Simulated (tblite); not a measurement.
C₇H₈N₂O.
Bonds: C1–C2, C2–O3 (double), C2–C4, C4–C5 (aromatic), C5–C6 (aromatic), C6–C7, C6–C8 (aromatic), C8–N9 (aromatic), N9–N10 (aromatic), C4–N10 (aromatic). Hydrogens: H11, H12, H13 on C1; H14 on C5; H15, H16, H17 on C7; H18 on C8.

Computed with GFN2-xTB (tblite), gas phase: L-BFGS steps from a force-field or distance-geometry start until the largest atomic force falls under 0.01 eV/Å.

Step 17: E = -787.3326 eV
```
atom  x, y, z in Å  |  force x, y, z in eV/Å
C1      3.1885   -0.0639    0.7539    0.003  -0.004   0.008
C2      2.0726    0.6180    0.0277    0.033   0.013  -0.014
O3      2.2164    1.6124   -0.6449   -0.019   0.005  -0.001
C4      0.7252   -0.0152    0.1766    0.013   0.029  -0.025
C5     -0.3724    0.5620   -0.4679    0.003   0.008  -0.015
C6     -1.6085   -0.0426   -0.3206    0.011   0.000   0.034
C7     -2.8412    0.4821   -0.9749    0.015  -0.001   0.008
C8     -1.6148   -1.1887    0.4839    0.005  -0.020   0.010
N9     -0.5372   -1.6777    1.0670    0.004  -0.025   0.005
N10     0.6171   -1.1093    0.9196   -0.024   0.023  -0.012
H11     2.9552   -0.1000    1.8154    0.009  -0.024  -0.006
H12     3.2682   -1.0903    0.4026    0.007   0.011   0.027
H13     4.1197    0.4718    0.5862   -0.006  -0.040   0.018
H14    -0.2218    1.4554   -1.0548   -0.037   0.024  -0.024
H15    -2.7750    1.5598   -1.1028   -0.009   0.010  -0.002
H16    -3.7242    0.2392   -0.3882   -0.001  -0.010  -0.020
H17    -2.9497    0.0327   -1.9626   -0.017  -0.014   0.014
H18    -2.5269   -1.7394    0.6724    0.009   0.013  -0.005
```

Step 18: E = -787.3329 eV
```
atom  x, y, z in Å  |  force x, y, z in eV/Å
C1      3.1878   -0.0644    0.7542   -0.010  -0.001   0.002
C2      2.0746    0.6197    0.0268   -0.005   0.000  -0.009
O3      2.2181    1.6141   -0.6454   -0.011   0.008  -0.003
C4      0.7265   -0.0139    0.1753   -0.002   0.015  -0.016
C5     -0.3720    0.5627   -0.4685   -0.006   0.020  -0.022
C6     -1.6080   -0.0428   -0.3201    0.015   0.011   0.023
C7     -2.8415    0.4815   -0.9747    0.029  -0.004   0.015
C8     -1.6141   -1.1889    0.4844    0.012  -0.009   0.004
N9     -0.5360   -1.6777    1.0669    0.012  -0.009  -0.003
N10     0.6177   -1.1085    0.9187   -0.010   0.032  -0.020
H11     2.9511   -0.1004    1.8148    0.014  -0.025   0.002
H12     3.2640   -1.0904    0.4020    0.014   0.000   0.028
H13     4.1202    0.4685    0.5884    0.011  -0.031   0.018
H14    -0.2233    1.4572   -1.0556   -0.037   0.001  -0.010
H15    -2.7744    1.5597   -1.1026   -0.018  -0.009   0.000
H16    -3.7240    0.2376   -0.3871    0.007   0.000  -0.030
H17    -2.9495    0.0312   -1.9623   -0.017  -0.006   0.023
H18    -2.5261   -1.7389    0.6731    0.001   0.006  -0.003
```

Step 19: E = -787.3333 eV
```
atom  x, y, z in Å  |  force x, y, z in eV/Å
C1      3.1870   -0.0649    0.7546   -0.017   0.000  -0.003
C2      2.0764    0.6212    0.0257   -0.037  -0.010  -0.002
O3      2.2194    1.6159   -0.6459    0.001   0.010  -0.004
C4      0.7275   -0.0124    0.1738   -0.019   0.011  -0.014
C5     -0.3716    0.5636   -0.4694   -0.014   0.018  -0.017
C6     -1.6073   -0.0429   -0.3191    0.017   0.027   0.001
C7     -2.8412    0.4810   -0.9741    0.029  -0.007   0.018
C8     -1.6132   -1.1892    0.4848    0.017  -0.004   0.005
N9     -0.5347   -1.6780    1.0668    0.019   0.015  -0.014
N10     0.6182   -1.1070    0.9174    0.008   0.024  -0.016
H11     2.9476   -0.1014    1.8143    0.015  -0.022   0.010
H12     3.2606   -1.0905    0.4021    0.017  -0.014   0.023
H13     4.1208    0.4649    0.5908    0.026  -0.019   0.017
H14    -0.2254    1.4590   -1.0566   -0.034  -0.011  -0.005
H15    -2.7742    1.5595   -1.1025   -0.022  -0.022   0.001
H16    -3.7236    0.2360   -0.3867    0.011   0.008  -0.030
H17    -2.9498    0.0298   -1.9615   -0.011  -0.001   0.028
H18    -2.5253   -1.7383    0.6738   -0.005  -0.002  -0.001
```

Step 20: E = -787.3337 eV
```
atom  x, y, z in Å  |  force x, y, z in eV/Å
C1      3.1858   -0.0654    0.7551   -0.019  -0.002  -0.006
C2      2.0779    0.6230    0.0244   -0.055  -0.015   0.005
O3      2.2209    1.6181   -0.6464    0.012   0.009  -0.003
C4      0.7284   -0.0102    0.1715   -0.027  -0.002  -0.003
C5     -0.3713    0.5651   -0.4708   -0.020   0.020  -0.011
C6     -1.6062   -0.0426   -0.3178    0.005   0.022  -0.014
C7     -2.8403    0.4802   -0.9731    0.016  -0.006   0.014
C8     -1.6118   -1.1896    0.4853    0.016   0.013  -0.002
N9     -0.5327   -1.6779    1.0664    0.025   0.032  -0.020
N10     0.6189   -1.1048    0.9156    0.030   0.017  -0.013
H11     2.9435   -0.1031    1.8139    0.015  -0.015   0.018
H12     3.2566   -1.0910    0.4028    0.019  -0.028   0.015
H13     4.1221    0.4600    0.5941    0.031  -0.006   0.014
H14    -0.2287    1.4611   -1.0580   -0.027  -0.017  -0.003
H15    -2.7743    1.5588   -1.1023   -0.023  -0.028   0.002
H16    -3.7231    0.2343   -0.3867    0.009   0.012  -0.018
H17    -2.9503    0.0279   -1.9599    0.000   0.002   0.025
H18    -2.5243   -1.7376    0.6745   -0.008  -0.009   0.001
```

**Question.** Estimate the geometry and energy of step 21. (The exact step hangs on the optimiser's Hessian estimate; all steps are aligned on step 20, rigid shifts and turns removed.)

**Answer.** E = -787.3341 eV, largest force 0.050 eV/Å
```
atom  x, y, z in Å  |  force x, y, z in eV/Å
C1      3.1842   -0.0660    0.7554   -0.013  -0.008  -0.004
C2      2.0787    0.6248    0.0229   -0.045  -0.011   0.009
O3      2.2228    1.6204   -0.6469    0.017   0.003   0.000
C4      0.7290   -0.0078    0.1691   -0.026   0.001  -0.001
C5     -0.3714    0.5669   -0.4724   -0.020   0.010   0.003
C6     -1.6050   -0.0421   -0.3166   -0.007   0.016  -0.026
C7     -2.8391    0.4792   -0.9718   -0.006  -0.005   0.004
C8     -1.6101   -1.1895    0.4857    0.012   0.017  -0.001
N9     -0.5302   -1.6773    1.0656    0.024   0.039  -0.021
N10     0.6201   -1.1021    0.9133    0.039   0.001  -0.005
H11     2.9395   -0.1051    1.8136    0.013  -0.006   0.019
H12     3.2526   -1.0919    0.4038    0.017  -0.032   0.007
H13     4.1239    0.4546    0.5979    0.018   0.002   0.010
H14    -0.2328    1.4630   -1.0597   -0.016  -0.009  -0.009
H15    -2.7748    1.5575   -1.1021   -0.020  -0.021   0.002
H16    -3.7223    0.2326   -0.3870    0.001   0.013   0.001
H17    -2.9507    0.0260   -1.9578    0.012  -0.001   0.012
H18    -2.5231   -1.7369    0.6753    0.000  -0.010   0.001
```

The energy changes by -0.0004 eV. The first-order estimate −F·Δx gives -0.0005 eV and the mean of the old and new forces, exact on a quadratic surface, -0.0004 eV. The step makes an angle of 73° with the force vector and moves no atom by more than 0.007 Å.

What follows is the cost of the whole relaxation. Hardware: an Arm Neoverse V1 with one thread, on a shared host. Cost: 0.26 s wall.
